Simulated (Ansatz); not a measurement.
CH₅ClGeS, SMILES `S[CH2][GeH2][Cl]` at its PBE0-D4/def2-TZVP geometry, where that method's forces vanish. Charge 0, multiplicity 1.

```xyz
9

S    -1.8126    0.1197   -1.0143
C    -0.2966   -0.7537   -0.5703
Ge    0.9854    0.3906    0.3573
Cl   -0.0191    1.0976    2.1386
H    -2.0768    0.6125    0.2080
H    -0.5075   -1.6472    0.0192
H     0.1559   -1.0729   -1.5125
H     2.2262   -0.3758    0.8444
H     1.3451    1.6291   -0.4704
```

(1) What forces (eV/Å) does r2SCAN-D4/def2-TZVPP give on these atoms in Ansatz? (Best estimate.)

## Answers

(1) The calculation gave: 
```
S1  -0.148  0.086 -0.066
C2   0.118 -0.108  0.019
Ge3  0.095  0.029 -0.024
Cl4 -0.011  0.006  0.022
H5  -0.003  0.004  0.015
H6   0.012  0.003 -0.001
H7  -0.006  0.002  0.018
H8  -0.038  0.023 -0.011
H9  -0.019 -0.045  0.030
```
